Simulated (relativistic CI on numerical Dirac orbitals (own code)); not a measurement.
Calculated at this level of theory: Dirac-Coulomb-Breit CI, orbitals from a KLI potential per configuration, model QED, unscaled Slater integrals (own radial code, finite nucleus).

CI space (outside the closed core 1s2): 2s2 2p5, 2s 2p6, 2p6 3s, 2p6 3p, 2s2 2p4 3s, 2p6 3d, 2s2 2p4 3p, 2s2 2p4 3d, 2s 2p5 3s, 2s 2p5 3p, 2s 2p5 3d, 2s2 2p4 4s, 2s2 2p4 4p, 2s2 2p4 4d, 2s2 2p4 4f, 2s2 2p3 3s2, 2s 2p5 4s, 2s 2p5 4p, 2s2 2p3 3s 3p, 2s 2p5 4d, 2s2 2p4 5s, 2s 2p5 4f, 2s2 2p4 5p, 2s2 2p3 3s 3d, 2s2 2p4 5d, 2s2 2p3 3p2, 2s2 2p4 5f, 2s2 2p4 5g, 2s2 2p3 3p 3d, 2s 2p4 3s2, 2s2 2p3 3d2, 2s 2p4 3s 3p, 2s 2p4 3s 3d, 2s 2p4 3p2, 2s 2p5 5s, 2s 2p5 5p. Levels of other configurations are missing.

At this charge energies of transitions that change n are usually good to better than 1 %, and those within a shell (Δn = 0) to a few per cent.

Outline of the computed level scheme of Er LX. Lowest level of each configuration: 2s2 2p5 2P°_3/2 at 0.00 eV; 2s 2p6 2S_1/2 at 1366.21 eV; 2s2 2p4 3s 4P_5/2 at 7087.19 eV; 2s2 2p4 3p 4P°_3/2 at 7207.49 eV; 2s2 2p4 3d 4D_3/2 at 7602.72 eV; 2s 2p5 3s 4P°_5/2 at 8386.40 eV; 2s 2p5 3p 4P_3/2 at 8519.98 eV.

Some strong electric-dipole decays among the lowest 45 levels: 2s2 2p4 3d 2P_3/2 → 2s2 2p5 2P°_3/2 (1.4e+15 s⁻¹); 2s2 2p4 3d 2D_5/2 → 2s2 2p5 2P°_3/2 (1.1e+15 s⁻¹); 2s2 2p4 3d 2D_5/2 → 2s2 2p5 2P°_3/2 (7.9e+14 s⁻¹); 2s2 2p4 3d 2P_1/2 → 2s2 2p5 2P°_3/2 (5.6e+14 s⁻¹); 2s2 2p4 3d 4P_1/2 → 2s2 2p5 2P°_3/2 (2.2e+14 s⁻¹); 2s 2p5 3p 4P_3/2 → 2s2 2p5 2P°_3/2 (1.9e+14 s⁻¹); 2s2 2p4 3s 2P_3/2 → 2s2 2p5 2P°_3/2 (1.6e+14 s⁻¹); 2s2 2p4 3s 2P_1/2 → 2s2 2p5 2P°_1/2 (1.1e+14 s⁻¹).

LS names give the leading component of a level, which can be under half, so a name can repeat, a term be missing and a line seem to break the LS rules.
